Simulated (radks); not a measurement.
Results of a calculation; reference values are marked as such.
Neutral bismuth inside a hard spherical wall (all orbitals vanish at R), configuration held at [Hg] 6p3 and not refilled when levels cross. Level of theory: scalar-relativistic Kohn-Sham, PBE, spin-polarised, spherical densities, finite nucleus; open shells are filled with parallel spins first (spin-orbit coupling, left out, can overturn this in heavy ions); Fermi nuclear charge, rms radius 5.5211 fm (a radial shooting solver on a logarithmic mesh with Libxc functionals). Eigenvalues in eV for spin up, with the zero of energy where the potential of the charges vanishes at infinity; a dash marks a level that is unbound or too diffuse for the functional's potential to be trusted. A positive occupied level is held by the wall or, in an anion where self-interaction has pushed it up, behind a barrier. The pressure on the wall is -dE/dV.

\begin{tabular}{lrrrrrrrrr}
R (bohr) & E (hartree) & kinetic (hartree) & e(5p) & e(5d) & e(6s) & e(6p) & e(7s, empty) & e(6d, empty) & pressure (GPa) \\ \hline
free & -21524.3191 & 24395.212 & -95.649 & -26.974 & -14.953 & -5.181 & - & - & 0 \\
20 & -21524.3191 & 24395.212 & -95.649 & -26.974 & -14.953 & -5.181 & - & - & < 0.0001 \\
12 & -21524.3190 & 24395.212 & -95.645 & -26.970 & -14.949 & -5.177 & -0.577 & 1.083 & 0.000680 \\
10 & -21524.3187 & 24395.216 & -95.615 & -26.940 & -14.924 & -5.154 & -0.180 & 1.555 & 0.0110 \\
7 & -21524.3053 & 24395.310 & -95.082 & -26.420 & -14.505 & -4.709 & 2.651 & 3.732 & 0.780 \\
5 & -21524.1610 & 24396.077 & -92.562 & -24.007 & -12.566 & -2.152 & 13.124 & 10.063 & 18.9 \\
3 & -21521.4548 & 24407.560 & -77.102 & -9.681 & 4.444 & 22.064 & 86.473 & 51.577 & 1280 \\
1.5 & -21446.7804 & 24660.149 & 42.959 & 128.64 & 286.03 & 356.13 & 766.91 & 446.84 & 232000 \\
\end{tabular}
